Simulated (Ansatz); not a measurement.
Ansatz results at the PBE0-D4/def2-TZVP geometry: HOMO–LUMO gap (PBE/def2-TZVPP) 3.93 eV; HOMO energy (B3LYP/def2-TZVPP) -7.20 eV; HOMO–LUMO gap (B3LYP/def2-TZVPP) 5.59 eV.

Each molecule was computed in one conformer, which needn't be the lowest.

Which molecule gave them?
A. `[OH][Cd][Cl]`
B. `[NH2][Cd][O][SiH3]`
C. `[Cl][Cd][Br]`
D. `[F][Cd][Br]`

B. The others give `[F][Cd][Br]`: 4.15, -8.41, 5.73; `[OH][Cd][Cl]`: 4.06, -8.09, 5.94; `[Cl][Cd][Br]`: 4.17, -8.28, 5.72.

B3LYP here is the variant with VWN-RPA as its local correlation; programs differ in this.
